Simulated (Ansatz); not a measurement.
One change: `C#C[SiH2]CO` becomes `OC[SiH2][SiH3]`.

Ansatz, PBE0-D4/def2-TZVP geometries, multiplicity 1. Each molecule was computed in one conformer, which needn't be the lowest.

```json
{"property": "HOMO energy (PBE0/def2-TZVPP) / eV", "`C#C[SiH2]CO`": "-7.55"}
{"property": "HOMO–LUMO gap (ωB97M-V/def2-TZVPP) / eV", "`C#C[SiH2]CO`": "11.49"}
{"property": "LUMO energy (PBE/def2-TZVPP) / eV", "`C#C[SiH2]CO`": "-1.25"}
{"property": "HOMO energy (PBE/def2-TZVPP) / eV", "`C#C[SiH2]CO`": "-6.05"}
{"property": "HOMO energy (ωB97M-V/def2-TZVPP) / eV", "`C#C[SiH2]CO`": "-9.88"}
{"property": "HOMO–LUMO gap (PBE0/def2-TZVPP) / eV", "`C#C[SiH2]CO`": "7.24"}
```

Q: Give the same properties after the change, and the shifts. (An estimate is asked.)

A: Computed: 
```
                               property  `OC[SiH2][SiH3]`  shift
     HOMO energy (PBE0/def2-TZVPP) / eV             -7.48   0.07
HOMO–LUMO gap (ωB97M-V/def2-TZVPP) / eV             11.36  -0.13
      LUMO energy (PBE/def2-TZVPP) / eV             -0.84   0.41
      HOMO energy (PBE/def2-TZVPP) / eV             -6.04   0.01
  HOMO energy (ωB97M-V/def2-TZVPP) / eV             -9.72   0.16
   HOMO–LUMO gap (PBE0/def2-TZVPP) / eV              7.46   0.22
```

With PBE0 the HOMO rises by 0.07 eV and the LUMO rises by 0.28 eV, so the gap widens by about 0.21 eV. PBE moves the HOMO by 0.01 eV and ωB97M-V by 0.16 eV.
